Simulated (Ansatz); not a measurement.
Cl2FGeHO, SMILES `[OH][Ge]([F])([Cl])[Cl]` from Hartree–Fock to CCSD(T)

Cartesian coordinates in Å:
```
O 1.183 0.815 0.111
Ge -0.309 -0.052 -0.115
F -0.147 -1.144 -1.429
Cl -0.817 -1.227 1.570
Cl -1.802 1.344 -0.595
H 1.891 0.263 0.458
```

The species carries charge 0 and has multiplicity 1. Correlated methods include outer-core shells of Ge, which these sets cover unevenly. Scalar relativity is left out up to krypton. The geometry is a stationary point of PBE0-D4/def2-TZVP. It is one conformer, not always the lowest. Frozen core, restricted reference, the Gaussian-basis code of Ansatz.

```json
{"basis": "def2-SVP", "HF (Eh)": "-3168.70961", "MP2 corr.": "-0.85812"}
{"basis": "def2-TZVPP", "HF (Eh)": "-3169.52565", "MP2 corr.": "-1.10746"}
{"basis": "def2-QZVPP", "HF (Eh)": "-3169.60166", "MP2 corr.": "-1.45332"}
```

Task: Estimate the CCSD correlation energy and the (T) correction in each basis where they were run (hartree).

Result: 
| basis | CCSD corr. | (T) |
| --- | --- | --- |
| def2-SVP | -0.87674 | -0.01947 |
| def2-TZVPP | -1.13160 | -0.04328 |
